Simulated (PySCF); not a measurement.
CH2N2Si, SMILES `[H]/N=[si]1/cn1`, neutral singlet in the gas phase. 

Cartesian coordinates (Å):
SMILES: n1c/[si]1=N/[H]
```xyz
6

N      1.7845    -0.5045    -1.0484
Si     0.3312    -0.0549    -0.6756
C     -1.3767     0.1356    -0.8782
N     -0.9489     0.6557     0.2450
H      2.6145    -0.3577    -0.4972
H     -2.4047     0.1258    -1.2358
```
Charge 0, multiplicity 1.

All levels are single points at this geometry (CAM-B3LYP-D3(BJ)/def2-TZVP); Pople sets use spherical d functions. Orbital energies aren't observables, and empty levels follow the basis.

| level | HOMO (eV) | LUMO (eV) | gap (eV) | dipole (D) | vertical IE, Delta-SCF (eV) |
|---|---|---|---|---|---|
| CAM-B3LYP-D3(BJ)/def2-TZVP in PySCF | -8.59 | -0.46 | 8.13 | 1.18 | 9.62 |
| TPSSh-D3(BJ)/def2-TZVP in PySCF | -6.46 | -2.22 | 4.24 | 1.08 | 9.26 |
| B3LYP/3-21G in PySCF | -6.26 | -1.24 | 5.02 | 0.25 | – |
| BP86/6-31G* in PySCF | -5.69 | -2.57 | 3.12 | 0.76 | – |
| M06-2X/6-31G* in PySCF | -8.23 | -0.15 | 8.08 | 0.93 | – |
| HF/3-21G in PySCF | -9.92 | 2.75 | 12.67 | 0.59 | – |
